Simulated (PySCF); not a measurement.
Species: C2H8N2O2Si2.
Z-matrix (Å and degrees, PBE0-D3(BJ)/def2-SVP geometry), rows numbered from 1:
```
C 
O   1  1.4191
C   2  1.3419  1  116.13
O   3  1.2060  2  122.97  1    -0.25
Si  3  1.9291  2  112.34  1   178.80
N   5  1.7397  3  114.21  2   -55.61
Si  6  1.7486  5   93.39  3   113.72
N   5  1.7391  3  115.28  2    42.73
H   1  1.1003  2  110.90  3   -58.74
H   1  1.0960  2  106.45  3  -178.75
H   1  1.1005  2  110.86  3    61.32
H   5  1.4904  3  104.55  2   174.04
H   6  1.0085  5  133.08  3   -61.53
H   7  1.4969  6  115.53  5   119.30
H   7  1.4965  6  116.01  5  -114.41
H   8  1.0086  5  132.91  3    58.69
```

Computed at PBE0/pcSseg-1 (PySCF, non-relativistic), with Q(17O) = −0.0256 b, Q(14N) = 0.02044 b: O2, 17O (I = 5/2): χzz = -10.22 MHz, η = 0.329; O4, 17O (I = 5/2): χzz = 9.777 MHz, η = 0.345; N6, 14N (I = 1): χzz = -3.823 MHz, η = 0.358.

**Question.** Where would the pure quadrupole (NQR) lines of 17O at O2 fall for the rigid, isolated species?

**Answer.** From the eigenvalues of H = χ/[4I(2I − 1)] × [3Iz² − I(I + 1) + η(Ix² − Iy²)], steps between neighbouring levels, labelled as for η = 0: ±1/2↔±3/2 1.704 MHz, ±3/2↔±5/2 3.004 MHz (oxygen singly bound to a carbonyl carbon).

**Question.** Where would the pure quadrupole (NQR) lines of 17O at O4 fall for the rigid, isolated species?

**Answer.** From the eigenvalues of H = χ/[4I(2I − 1)] × [3Iz² − I(I + 1) + η(Ix² − Iy²)], steps between neighbouring levels, labelled as for η = 0: ±1/2↔±3/2 1.645 MHz, ±3/2↔±5/2 2.868 MHz (carbonyl oxygen).

**Question.** Where would the pure quadrupole (NQR) lines of 14N at N6 fall for the rigid, isolated species?

**Answer.** From ν± = (3/4)|χ|(1 ± η/3) and ν0 = |χ|η/2: ν+ 3.209 MHz, ν− 2.525 MHz, ν0 0.683 MHz (nitrogen bridging silicon atoms).

In a crystal, neighbours and librations shift these lines. These gradients aren't converged with respect to the basis.

One conformer stands for the species.
